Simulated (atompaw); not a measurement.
# An all-electron radial function and its pseudo partner (C)

Columns: radius, all-electron u(r) and pseudo u(r) of the 2p shell (level -5.62 eV) of carbon in the configuration [He] 2s1.5 2p2.5; LDA (PW92), scalar-relativistic, PAW (atompaw) scheme, atompaw 4.2.0.5.

```csv
r (bohr),all-electron,pseudo
0.090,0.0399,0.0059
0.181,0.1264,0.0236
0.271,0.2262,0.0520
0.362,0.3255,0.0906
0.452,0.4147,0.1368
0.542,0.4918,0.1893
0.633,0.5564,0.2466
0.723,0.6075,0.3052
0.813,0.6467,0.3637
0.904,0.6754,0.4204
0.994,0.6944,0.4724
1.085,0.7052,0.5192
1.175,0.7091,0.5584
1.265,0.7072,0.5899
1.356,0.7006,0.6134
1.446,0.6902,0.6283
1.537,0.6766,0.6354
1.627,0.6607,0.6352
1.717,0.6431,0.6286
1.808,0.6239,0.6168
1.898,0.6039,0.6011
1.988,0.5834,0.5826
2.079,0.5621,0.5621
2.169,0.5410,0.5411
2.260,0.5196,0.5197
2.350,0.4987,0.4987
```

(1) How many radial nodes do the two functions have?

(2) Where does each function peak?

(3) Is the pseudo-wave norm-conserving?

Answers

(1) The all-electron 2p function has n − l − 1 = 0; the pseudo-wave has 0.

(2) Outermost all-electron maximum near 1.18 bohr, pseudo maximum near 1.54 bohr (to the table’s step).

(3) No, it belongs to a PAW set: the norm inside the radius is not constrained, and the difference is carried by the augmentation charge.
